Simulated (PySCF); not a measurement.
BrHSeZn. Atoms are numbered in the order given.

```xyz
4

Zn    -0.0081     0.0153     0.0000
Br     0.0038     2.2702     0.0000
Se    -0.0390    -2.2825     0.0000
H      1.4392    -2.3116     0.0000
```
Charge 0, spin multiplicity 1.

The structure is a stationary point at B3LYP-D3(BJ)/def2-SVP. The structure was generated by enumeration; whether it is a known compound was not checked. Other conformers were not sampled.

Calculation: PBE/def2-TZVPD (PySCF).

The total energy is -6754.79160 hartree, the point group is Cs and the highest occupied level is -6.26 eV. The lowest empty level is -2.45 eV, the orbital gap is 3.81 eV and the dipole moment is 1.13 D. The quadrupole, principal values (traceless, Buckingham form, about the centre of nuclear charge) comes out as -6.52, -0.08, 6.60 D·Å. The mean static polarisability is 82.9 bohr³ (12.29 Å³) and the polarisability, principal values is 63.2, 64.3, 121.3 bohr³.
